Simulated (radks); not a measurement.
Question: Species: Sn. Configuration: [Kr] 4d8 5s2 5p4 (not the ground configuration). All-electron calculation, Dirac Kohn-Sham, PBE, spin-unpolarised, spherical densities, point nucleus; open shells are shared between the two j in proportion to 2j + 1. Program: a radial shooting solver on a logarithmic mesh with Libxc functionals.

Spin-orbit splittings of the eigenvalues, e(l+1/2) - e(l-1/2), with zeta = 2 splitting/(2l+1) and mean radii in bohr:

shell  occ.  splitting (eV)  zeta (eV)  <r> j=l-1/2  <r> j=l+1/2
2p        6           230.6      153.7       0.1058       0.1112
3p        6           42.14      28.10       0.3298       0.3410
3d       10               ?          ?       0.3123       0.3159
4p        6           7.822      5.215       0.8534       0.8811
4d        8           1.155     0.4618        1.034        1.046
5p        4          0.6885     0.4590        2.683        2.803

Estimate the 3d splitting.

Answer: 8.704 eV (zeta = 3.481 eV).
